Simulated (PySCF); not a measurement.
Name the molecule from its bond curve

A diatomic of charge 0 contains Ge. Its doublet curve at r²SCAN in a triple-zeta basis (no relativity, PySCF), in eV from the separated fragments:

```
R (Å)  E (eV)
1.379  -2.518
1.443  -2.757
1.507  -2.893
1.555  -2.942
1.603  -2.954
1.651  -2.937
1.715  -2.877
1.795  -2.757
1.891  -2.569
2.020  -2.274
```

The fit gives ωe = 1898 cm⁻¹ and the rotational constant Bₑ = 6.647 cm⁻¹.

Q: Which atom is the partner?

A: The minimum lies at 1.597 Å, so the reduced mass is 16.8576 u Å² cm⁻¹/(Bₑ·Re²) = 0.9944 u. With Ge at 73.92 u the partner weighs about 1.0 u: H. The molecule is GeH.

Spin–orbit coupling is left out. The state is the lowest determinant that a PBE0 search found; another state may lie lower at other levels.
